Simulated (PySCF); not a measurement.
**[Mn(NH3)6]2+: what the settings change**

[Mn(NH3)6]2+: Mn(II) (d5), charge +2. The structure is a PBE0-D3(BJ)/def2-SVP, IEF-PCM water geometry optimised for multiplicity 6; coordination octahedral, point group S6, metal–donor distances 2.29 Å.

```
25

Mn    0.000    0.000    0.000
N    -0.017    2.289   -0.017
H    -0.008    2.704    0.916
H     0.784    2.694   -0.505
H    -0.843    2.672   -0.480
N     0.017   -2.289    0.017
H     0.008   -2.704   -0.916
H     0.843   -2.672    0.480
H    -0.784   -2.694    0.505
N    -0.017   -0.017    2.289
H     0.916   -0.008    2.704
H    -0.505    0.784    2.694
H    -0.480   -0.843    2.672
N     0.017    0.017   -2.289
H    -0.916    0.008   -2.704
H     0.480    0.843   -2.672
H     0.505   -0.784   -2.694
N     2.289   -0.017   -0.017
H     2.704    0.916   -0.008
H     2.694   -0.505    0.784
H     2.672   -0.480   -0.843
N    -2.289    0.017    0.017
H    -2.704   -0.916    0.008
H    -2.672    0.480    0.843
H    -2.694    0.505   -0.784
```

Method (PySCF 2.14, density fitting): CASSCF(5,5) with orbitals averaged over all microstates of the shell, strongly contracted NEVPT2 on the averaged canonical orbitals; basis x2c-TZVPall on the metal, x2c-SVPall elsewhere; spin-free X2C; IEF-PCM water; spin-orbit coupling by state interaction with the mean-field operator over all roots.

Base run: NEVPT2 ground state 6Ag (from 6A1g), next 4Eg (from 4T1g) at 19145, then 4Ag (from 4T1g) at 19164 cm⁻¹, 10Dq(CASSCF) 8624, B(CASSCF) 1058, ζ 309 cm⁻¹, g 2.002 2.002 2.002, μeff(300 K) 5.92 μB.

What happens with the basis x2c-TZVPall on all atoms?

NEVPT2 ground state 6Ag (from 6A1g), next 4Eg (from 4T1g) at 19296, then 4Ag (from 4T1g) at 19312 cm⁻¹, 10Dq(CASSCF) 8509, B(CASSCF) 1058, ζ 309 cm⁻¹, g 2.002 2.002 2.002, μeff(300 K) 5.92 μB. It took 72 s against 40 s on a shared host of the same kind.

What happens with orbitals averaged over the highest spin alone?

NEVPT2 ground state 6Ag (from 6A1g), next 4Eg (from 4T1g) at 20089, then 4Ag (from 4T1g) at 20102 cm⁻¹, 10Dq(CASSCF) 8628, B(CASSCF) 1097, ζ 319 cm⁻¹, g 2.002 2.002 2.002, μeff(300 K) 5.92 μB.
